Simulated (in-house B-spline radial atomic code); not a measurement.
Inner-shell binding energies (edges) and X-ray emission energies of free atoms and ions, as differences of relaxed hole-state energies with first-order Breit, QED and recoil terms, without correlation or multiplet splittings, in NIST's listed ground configurations. For neutral atoms such line energies lie within some 1 to 5 eV of tabulated X-ray lines (up to 20 eV for the heaviest). K = 1s, L2 = 2p1/2, L3 = 2p3/2. A dash marks a subshell that is part filled or wasn't run, or a line left out. Computed with an all-electron radial atomic-structure program (B-spline basis): Dirac-Hartree-Fock, average of the configuration, finite nuclei.

```
 ion  configuration  L3 edge (eV)  K-L3 (eV)  K-L2 (eV)
Nb2+       [Kr] 4d3       2397.34    16613.7    16519.4
Mo3+       [Kr] 4d3       2566.21    17477.4    17372.5
Tc4+       [Kr] 4d3             ?          ?          ?
Ru5+       [Kr] 4d3       2926.05      19277      19148
Rh6+       [Kr] 4d3             ?          ?          ?
Pd7+       [Kr] 4d3        3314.6    21174.1      21017
```

Fill in the row of Tc4+.

L3 edge (eV): 2742.5; K-L3 (eV): 18365.2; K-L2 (eV): 18248.7.

Fill in the row of Rh6+.

L3 edge (eV): 3116.77; K-L3 (eV): 20213.3; K-L2 (eV): 20070.8.
